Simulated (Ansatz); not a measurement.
The same path of CH₅BOS (9 atoms, charge 0, multiplicity 1) was run twice with different band settings. The coordinate that changes most is the dihedral O3–B2–S4–H9.

Computed with RKS PBE-D4/def2-SVP in Ansatz.

Relaxed end points:

```xyz
9
Properties=species:S:1:pos:R:3
C 0.226 0.860 -0.673
B 0.093 -0.481 0.144
O 0.889 -1.541 -0.199
S -1.093 -0.686 1.539
H -0.728 1.110 -1.185
H 0.459 1.720 -0.010
H 1.020 0.787 -1.441
H 0.750 -2.336 0.347
H -1.616 0.567 1.476
```

```xyz
9
Properties=species:S:1:pos:R:3
C 0.241 0.989 -0.853
B -0.039 -0.216 0.124
O -0.120 -1.475 -0.408
S -0.243 0.157 1.909
H -0.587 1.068 -1.590
H 0.348 1.969 -0.350
H 1.163 0.793 -1.440
H -0.296 -2.175 0.245
H -0.468 -1.110 2.363
```

Common settings: spring 5.0 eV/Å²; optimiser quadratic models (default); start path IDPP; force threshold 0.05 eV/Å; iteration limit 60; end points relaxed.

| run | movable images | climbing image |
| --- | --- | --- |
| 1 | 7 | yes |
| 2 | 4 | no |

Problem. What does each run give, and how far can it be trusted?

Solution. Run 1: converged after 14 iterations, highest image 0.329 eV above the first end. A vibrational analysis at the climbing image gives one clearly imaginary mode, 314i cm⁻¹: a first-order saddle point.
Run 2: converged after 12 iterations, highest image 0.330 eV above the first end. No image climbed, so the highest image needn't sit at the top of the path.
